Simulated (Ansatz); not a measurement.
CH2O2, SMILES `O[C]O` (excited triplet; H–O–C–O torsion -91°, O–C–O–H torsion -91°) (charge 0, multiplicity 3). This triplet is an excited state, 2.57 eV above the relaxed singlet at the level frozen-core CCSD(T)/cc-pVTZ // PBE0-D3(BJ)/def2-TZVP (Ansatz, an electronic-structure program).

Method: r2SCAN0/cc-pVTZ // PBE0-D3(BJ)/def2-TZVP in Ansatz.

Ansatz 0.2 input:
```yaml
crystal:
  periodic: [false, false, false]
  atoms:
    - { symbol: O, position_ang: [-1.094336, -0.363736, -0.281619] }
    - { symbol: C, position_ang: [0.001818, -0.276334, 0.48312] }
    - { symbol: O, position_ang: [1.09393, 0.430679, 0.164606] }
    - { symbol: H, position_ang: [-1.732505, 0.326545, -0.049568] }
    - { symbol: H, position_ang: [1.731092, -0.117154, -0.316538] }
basis:
  gaussian: { orbitals: cc-pVTZ }
hamiltonian:
  xc: r2scan0
magnetization:
  spin_polarized: true
  initial_magnetization: 2
```

Output:

```
Functional definition: r2SCAN0
627 factors; their error is unknown
mean field evaluation 1: about -5155.0338 eV, gradient 3.2e1 eV
mean field evaluation 2: about -5153.9009 eV, gradient 3.8e1 eV
mean field evaluation 4: about -5158.3664 eV, gradient 1.3e0 eV
mean field evaluation 8: about -5158.3800 eV, gradient 3.8e-2 eV
mean field evaluation 16: about -5158.3768 eV, gradient 9.6e-5 eV
mean field -5158.37680023 eV, -189.5668509350 hartree, gradient 4.3e-5 eV, S^2 2.008003; 0 other end points of the search recorded, 0 dependent functions left out
reference -5158.37680708 eV, -189.5668511867 hartree; 13, 11 occupied and 105, 107 virtual orbitals, 627 factors
Total energy: -5158.37680708 eV, -189.5668511867 hartree
```
